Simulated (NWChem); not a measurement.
System meant: C3H4BFO; SMILES C1CB(F)C1=O

NWChem input:

```
start job
memory heap 200 mb stack 900 mb global 1100 mb
geometry units angstroms noautoz
  O      1.186620    -1.640595    -0.468680
  C      0.379804    -0.774322    -0.224396
  C     -1.174858    -0.755497    -0.348738
  C     -1.293064     0.716997     0.175321
  B      0.286722     0.766250     0.324194
  F      1.147130     1.677501     0.723880
  H     -1.513747    -0.908405    -1.380212
  H     -1.654580    -1.512230     0.283206
  H     -1.859906     0.822684     1.107927
  H     -1.723704     1.422592    -0.544998
end
basis spherical
  O library def2-svp
  C library def2-svp
  B library def2-svp
  F library def2-svp
  H library def2-svp
end
dft
  xc xpbe96 cpbe96
  iterations 4
  mulliken
end
task dft energy
```

End of the output:

```
    Atom       Charge   Shell Charges
 -----------   ------   -------------------------------------------------------
    1 O    8     7.86   1.97  0.94  0.64  2.53  1.75  0.03
    2 C    6     6.14   1.97  0.65  0.32  1.90  1.11  0.20
    3 C    6     6.07   1.96  0.61  0.30  1.91  1.20  0.08
    4 C    6     6.10   1.96  0.58  0.31  1.91  1.27  0.06
    5 B    5     5.17   1.96  0.56  0.24  1.42  0.60  0.39
    6 F    9     8.85   1.98  0.99  0.69  3.17  2.01  0.01
    7 H    1     0.97   0.63  0.26  0.07
    8 H    1     0.97   0.63  0.26  0.07
    9 H    1     0.95   0.62  0.26  0.07
   10 H    1     0.95   0.62  0.26  0.07

 center of mass
 --------------
 x =   0.17145654 y =   0.08889384 z =   0.00000172

 moments of inertia (a.u.)
 ------------------
         533.409776533737           0.000000000000          -0.000000000000
           0.000000000000         355.806355866394          -0.000000000000
          -0.000000000000          -0.000000000000         866.678684490613

     Multipole analysis of the density
     ---------------------------------

     L   x y z        total         alpha         beta         nuclear
     -   - - -        -----         -----         ----         -------
     0   0 0 0     -0.000000    -22.000000    -22.000000     44.000000

     1   1 0 0     -0.472922     -0.236461     -0.236461      0.000000
     1   0 1 0      0.033422      0.016711      0.016711     -0.000000
     1   0 0 1     -0.000325     -0.000163     -0.000163      0.000000

     2   2 0 0    -25.552133   -109.449149   -109.449149    193.346166
     2   1 1 0      0.125653      0.477257      0.477257     -0.828862
     2   1 0 1     -0.002811     -0.000639     -0.000639     -0.001533
     2   0 2 0    -26.279279   -145.576883   -145.576883    264.874487
     2   0 1 1     -0.000885     -0.007258     -0.007258      0.013631
     2   0 0 2    -23.538979    -17.360059    -17.360059     11.181139

 ------------------------------------------------------------------------
 dft energy failed                                                                                  0
 ------------------------------------------------------------------------
 ------------------------------------------------------------------------
  current input line :
    27: task dft energy
 ------------------------------------------------------------------------
 ------------------------------------------------------------------------
 This type of error is most commonly associated with calculations not reaching convergence criteria
 ------------------------------------------------------------------------
 For more information see the NWChem manual at https://nwchemgit.github.io

0:dft energy failed:Received an Error in Communication
```

Question: What is wrong, and how is it mended?

Answer: The run did not converge; its last values are not results. Cause: the SCF was allowed too few iterations. This input runs:
```
start job
memory heap 200 mb stack 900 mb global 1100 mb
geometry units angstroms noautoz
  O      1.186620    -1.640595    -0.468680
  C      0.379804    -0.774322    -0.224396
  C     -1.174858    -0.755497    -0.348738
  C     -1.293064     0.716997     0.175321
  B      0.286722     0.766250     0.324194
  F      1.147130     1.677501     0.723880
  H     -1.513747    -0.908405    -1.380212
  H     -1.654580    -1.512230     0.283206
  H     -1.859906     0.822684     1.107927
  H     -1.723704     1.422592    -0.544998
end
basis spherical
  * library def2-svp
end
dft
  xc xpbe96 cpbe96
  iterations 150
  mulliken
end
task dft energy
```
It converges to -316.05602 Ha (PBE/def2-SVP).
